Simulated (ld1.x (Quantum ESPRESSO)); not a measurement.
**Pseudopotential generation for Bi (Z = 83): ultrasoft, PBEsol, fully relativistic.**

```json
{
 "Element": "Bi (Z = 83)",
 "Generator": "ld1.x (Quantum ESPRESSO) 7.5",
 "Type": "ultrasoft",
 "Functional": "PBEsol",
 "Relativity": "fully relativistic",
 "Frozen core": "[Xe] 4f14",
 "Valence charge": "15",
 "Reference configuration": "5d10 6s2 6p3",
 "Partial waves": "6s (bound): rcut 1.80, rcutus 1.95 bohr; 6s channel at 3.55 Ry: rcut 1.80, rcutus 1.95 bohr; 6p (bound): rcut 2.60, rcutus 2.75 bohr; 6p channel at 2.15 Ry: rcut 2.60, rcutus 2.75 bohr; 5d (bound): rcut 2.05, rcutus 2.15 bohr; 5d channel at -1.65 Ry: rcut 2.05, rcutus 2.15 bohr",
 "Local potential": "all-electron potential smoothed inside 2.15 bohr (lloc = -2)",
 "Core correction": "Bessel-smoothed model core, default radius (core density twice the valence density)",
 "Augmentation charge": "PSQ, radius 1.50 bohr"
}
```

Open shells are filled in proportion to 2j + 1 (rel_dist='average').

Question: Is a potential produced?

Answer: No. ld1.x (Quantum ESPRESSO) 7.5 stopped with "chargeps: negative rho": the spherical valence density built from the smooth waves and the augmentation charge turned negative at some radius.
